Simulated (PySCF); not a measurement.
Species: C6H18GaN3.
Bonds: C1–N2, N2–C3, N2–Ga4, Ga4–N5, N5–C6, N5–C7, Ga4–N8, N8–C9, N8–C10. Hydrogens: H11, H12, H13 on C1; H14, H15, H16 on C3; H17, H18, H19 on C6; H20, H21, H22 on C7; H23, H24, H25 on C9; H26, H27, H28 on C10.

Computed, not measured: PBE0-D3(BJ)/def2-SVP geometry optimisation, gas phase in PySCF.

How far are the bound atoms from Ga4?

3 atoms: N8 1.829 Å, N2 1.829 Å, N5 1.829 Å. The nearest atom not counted as bound is H24, at 2.87 Å (others tie with it).

List the angles at Ga4.

```csv
angle,degrees,distance of the outer atoms (Å)
N2–Ga4–N8,120.1,3.17
N2–Ga4–N5,120.0,3.17
N5–Ga4–N8,119.9,3.17
```

What is the shape at Ga4?

Planar: angles 120.1°, 120.0° and 119.9°, sum 360.0°, 0.00 Å off the plane of its three neighbours.

What are the other bond lengths?

C1–N2 and 5 like bonds 1.437 Å. (A selection.)

Give some angles away from the centre.

C1–N2–C3 113.9°, C1–N2–Ga4 123.0°.

What are the rotational constants (commonest isotopes, rigid rotor)?

A = 1029, B = 1028, C = 557.4 MHz: an oblate symmetric top.

Point group: D3 (every atom within 0.08 Å of its image). Charge 0, singlet. Whether it is a minimum is left open (no frequencies).

Shape of the structure used: `[CH3:1][N:2]([CH3:3])[Ga:4]([N:5]([CH3:6])[CH3:7])[N:8]([CH3:9])[CH3:10]`: C1–N2–Ga4–N5 153°, N2–Ga4–N5–C6 -27°, N2–Ga4–N8–C9 153°.
